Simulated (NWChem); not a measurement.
Molecule: ZnH₄O₂F₂; SMILES [OH2]->[Zn](<-[OH2])([F])[F]

```xyz
9

Zn     0.0994     0.0049     0.2117
F     -0.0596    -1.2683     1.5143
F      0.7125     1.6494    -0.2927
O     -1.6622     0.9756    -0.5360
H     -0.9830     1.6888    -0.6427
H     -2.3135     1.3089     0.0923
O      0.3531    -1.7912    -0.8821
H     -0.3659    -2.1018    -1.4448
H      0.1929    -2.1646     0.0192
```
Atoms are numbered in this order, from 1.

Computed with NWChem. Pople sets run with spherical d functions. STO-3G and 3-21G are far too small for this property and stand as cheap habits. Structure relaxed at the PBE0/def2-SVP level. No frequency run checked for a minimum. GIAO values for the isolated, static molecule; σ is the absolute isotropic shielding, δ = σ(reference) − σ with the isolated reference molecule computed at the same levels (19F: trichlorofluoromethane, 1H: tetramethylsilane, 17O: water).

```json
[
 {"level": "BHandHLYP/pcSseg-1", "σ Zn1 (ppm)": "1808.2", "δ F2 (ppm)": "-245.3", "δ F3 (ppm)": "-245.3", "δ O4 (ppm)": "22.2", "δ H5 (ppm)": "6.54", "δ O7 (ppm)": "21.6", "δ H9 (ppm)": "6.23"},
 {"level": "Hartree-Fock/STO-3G", "σ Zn1 (ppm)": "64360.1", "δ F2 (ppm)": "349.8", "δ F3 (ppm)": "383.2", "δ O4 (ppm)": "-9.2", "δ H5 (ppm)": "22.46", "δ O7 (ppm)": "-22.8", "δ H9 (ppm)": "20.21"},
 {"level": "Hartree-Fock/6-31G*", "σ Zn1 (ppm)": "2061.8", "δ F2 (ppm)": "-181.7", "δ F3 (ppm)": "-182.0", "δ O4 (ppm)": "8.2", "δ H5 (ppm)": "5.89", "δ O7 (ppm)": "7.2", "δ H9 (ppm)": "5.66"},
 {"level": "PBE0/pcSseg-1", "σ Zn1 (ppm)": "…", "δ F2 (ppm)": "…", "δ F3 (ppm)": "…", "δ O4 (ppm)": "…", "δ H5 (ppm)": "…", "δ O7 (ppm)": "…", "δ H9 (ppm)": "…"}
]
```

Task: What belongs in the gaps?

Result: 
- PBE0/pcSseg-1, σ Zn1 (ppm): 1749.2
- PBE0/pcSseg-1, δ F2 (ppm): -255.6
- PBE0/pcSseg-1, δ F3 (ppm): -256.1
- PBE0/pcSseg-1, δ O4 (ppm): 27.6
- PBE0/pcSseg-1, δ H5 (ppm): 6.09
- PBE0/pcSseg-1, δ O7 (ppm): 26.7
- PBE0/pcSseg-1, δ H9 (ppm): 5.79
